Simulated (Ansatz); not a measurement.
An input meant for SbMe2I (C₂H₆ISb) (charge 0, singlet).

```yaml
crystal:
  periodic: [false, false, false]
  atoms:
    - {symbol: Sb, position_ang: [-0.316107, -0.545249, 1.180002]}
    - {symbol: C, position_ang: [1.546236, -0.514899, 0.030009]}
    - {symbol: H, position_ang: [1.319656, -0.498762, -1.044743]}
    - {symbol: H, position_ang: [2.142860, -1.405645, 0.270733]}
    - {symbol: H, position_ang: [2.112105, 0.388860, 0.306863]}
    - {symbol: C, position_ang: [-1.216067, 1.084578, 0.028769]}
    - {symbol: H, position_ang: [-2.289346, 1.146794, 0.255757]}
    - {symbol: H, position_ang: [-1.073298, 0.905036, -1.045515]}
    - {symbol: H, position_ang: [-0.726760, 2.027980, 0.319002]}
    - {symbol: I, position_ang: [-1.499270, -2.588702, -0.300887]}
basis:
  gaussian: {orbitals: def2-mTZVP}
magnetization: {spin_polarized: true, initial_magnetization: 8}
hamiltonian: {xc: {name: SVWN5}, pseudopotentials: {relativity: none}}
scf: {omitted_lower_state_checks: [starts]}
```

```sh
$ ansatz run in.yaml --threads 2 --pin off --events-out ev --progress --plain --max-ram 4352MiB
```

Output, abridged:

```
Functional definition: SVWN5
  name "SVWN5"
  cite "Dirac, Proc. Camb. Phil. Soc. 26, 376 (1930) doi:10.1017/S0305004100016108"
  cite "Slater, Phys. Rev. 81, 385 (1951) doi:10.1103/PhysRev.81.385"
  cite "Vosko, Wilk & Nusair, Can. J. Phys. 58, 1200 (1980) doi:10.1139/p80-159"
  exchange = slater_x
  correlation = vwn5_c
these checks for a lower state are left out or cut short: starts
1317 factors; their error is unknown
mean field evaluation 1: about -16707.8277 eV, gradient 7.5e1 eV
mean field evaluation 2: about -16051.0194 eV, gradient 2.5e2 eV
mean field evaluation 4: about -16743.5391 eV, gradient 1.2e1 eV
mean field evaluation 8: about -16744.5769 eV, gradient 5.9e0 eV
mean field evaluation 16: about -16745.0786 eV, gradient 2.4e-1 eV
mean field evaluation 32: about -16745.0224 eV, gradient 1.0e-5 eV
mean field -16745.02242027 eV, -615.3682237610 hartree, gradient 2.0e-6 eV, S^2 20.003384; 0 other end points of the search recorded, 0 dependent functions left out
reference -16745.02246204 eV, -615.3682252959 hartree; 37, 29 occupied and 91, 99 virtual orbitals, 1317 factors
Total energy: -16745.02246204 eV, -615.3682252959 hartree
Checks for a lower state left out: starts
```

In this input the spin is set far too high (8 unpaired electrons typed, 0 in the singlet as meant). The run converged. The result belongs to that input, not to the species as meant.

In the def2 sets I, Sb take a core potential; there is no spin–orbit coupling.
